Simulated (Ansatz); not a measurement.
Frontier orbitals of `CC[P+](CC)(CC)[Ga-]([Cl])([Cl])[Cl]`.

```json
{"atom": "C1", "x (Å)": "-1.9884", "y (Å)": "-0.8408", "z (Å)": "1.7785"}
{"atom": "C2", "x (Å)": "-0.4970", "y (Å)": "-0.5495", "z (Å)": "1.6827"}
{"atom": "P3", "x (Å)": "0.0261", "y (Å)": "-0.0443", "z (Å)": "0.0167"}
{"atom": "C4", "x (Å)": "-0.2733", "y (Å)": "-1.4520", "z (Å)": "-1.0937"}
{"atom": "C5", "x (Å)": "0.1483", "y (Å)": "-1.1797", "z (Å)": "-2.5311"}
{"atom": "C6", "x (Å)": "1.8228", "y (Å)": "0.2257", "z (Å)": "0.0738"}
{"atom": "C7", "x (Å)": "2.2270", "y (Å)": "1.3675", "z (Å)": "0.9963"}
{"atom": "Ga8", "x (Å)": "-1.1350", "y (Å)": "1.9148", "z (Å)": "-0.7146"}
{"atom": "Cl9", "x (Å)": "-2.9565", "y (Å)": "1.1422", "z (Å)": "-1.6202"}
{"atom": "Cl10", "x (Å)": "0.2378", "y (Å)": "2.8489", "z (Å)": "-2.1211"}
{"atom": "Cl11", "x (Å)": "-1.4546", "y (Å)": "3.0502", "z (Å)": "1.1141"}
{"atom": "H12", "x (Å)": "-2.2808", "y (Å)": "-1.6850", "z (Å)": "1.1518"}
{"atom": "H13", "x (Å)": "-2.2533", "y (Å)": "-1.0854", "z (Å)": "2.8085"}
{"atom": "H14", "x (Å)": "-2.5808", "y (Å)": "0.0252", "z (Å)": "1.4779"}
{"atom": "H15", "x (Å)": "-0.2349", "y (Å)": "0.2815", "z (Å)": "2.3431"}
{"atom": "H16", "x (Å)": "0.1042", "y (Å)": "-1.4140", "z (Å)": "1.9840"}
{"atom": "H17", "x (Å)": "-1.3488", "y (Å)": "-1.6441", "z (Å)": "-1.0495"}
{"atom": "H18", "x (Å)": "0.2368", "y (Å)": "-2.3293", "z (Å)": "-0.6818"}
{"atom": "H19", "x (Å)": "-0.3660", "y (Å)": "-0.3061", "z (Å)": "-2.9356"}
{"atom": "H20", "x (Å)": "1.2229", "y (Å)": "-1.0094", "z (Å)": "-2.6165"}
{"atom": "H21", "x (Å)": "-0.1024", "y (Å)": "-2.0355", "z (Å)": "-3.1600"}
{"atom": "H22", "x (Å)": "2.3028", "y (Å)": "-0.7159", "z (Å)": "0.3613"}
{"atom": "H23", "x (Å)": "2.1241", "y (Å)": "0.4500", "z (Å)": "-0.9531"}
{"atom": "H24", "x (Å)": "3.3070", "y (Å)": "1.5174", "z (Å)": "0.9501"}
{"atom": "H25", "x (Å)": "1.7472", "y (Å)": "2.3027", "z (Å)": "0.7022"}
{"atom": "H26", "x (Å)": "1.9649", "y (Å)": "1.1651", "z (Å)": "2.0362"}
```

Total charge 0; spin multiplicity 1. Correlated methods include outer-core shells of Ga, which these sets cover unevenly. Scalar relativity is left out up to krypton. The geometry is a stationary point of PBE0-D4/def2-TZVP. It is one conformer, not always the lowest. Basis def2-TZVPP, Ansatz.

| functional | HOMO (eV) | LUMO (eV) |
| --- | --- | --- |
| revPBE | -6.55 | -0.83 |

Give HOMO and LUMO (eV) with LDA (SPW92), PBE, BLYP, r2SCAN, B97M-V, PBE0, B3LYP, r2SCANh, r2SCAN0, HSE06 (plane-wave form), BHLYP, CAM-B3LYP, LC-ωPBE, ωB97X-V, ωB97M-V, HF. (Best estimate.)

The calculation gave: 
```json
{"functional": "LDA (SPW92)", "HOMO": "-6.73", "LUMO": "-1.27"}
{"functional": "PBE", "HOMO": "-6.60", "LUMO": "-0.95"}
{"functional": "BLYP", "HOMO": "-6.46", "LUMO": "-0.90"}
{"functional": "r2SCAN", "HOMO": "-6.91", "LUMO": "-0.62"}
{"functional": "B97M-V", "HOMO": "-7.00", "LUMO": "-0.67"}
{"functional": "PBE0", "HOMO": "-7.84", "LUMO": "0.05"}
{"functional": "B3LYP", "HOMO": "-7.62", "LUMO": "-0.27"}
{"functional": "r2SCANh", "HOMO": "-7.36", "LUMO": "-0.27"}
{"functional": "r2SCAN0", "HOMO": "-8.04", "LUMO": "0.20"}
{"functional": "HSE06 (plane-wave form)", "HOMO": "-7.45", "LUMO": "-0.32"}
{"functional": "BHLYP", "HOMO": "-8.97", "LUMO": "1.00"}
{"functional": "CAM-B3LYP", "HOMO": "-9.14", "LUMO": "1.05"}
{"functional": "LC-ωPBE", "HOMO": "-10.43", "LUMO": "2.24"}
{"functional": "ωB97X-V", "HOMO": "-10.12", "LUMO": "2.09"}
{"functional": "ωB97M-V", "HOMO": "-9.94", "LUMO": "1.81"}
{"functional": "HF", "HOMO": "-10.72", "LUMO": "2.98"}
```

B3LYP here is the variant with VWN-RPA as its local correlation; programs differ in this. LC-ωPBE has ω = 0.4 bohr⁻¹. Positive LUMOs are unbound and depend on the basis.
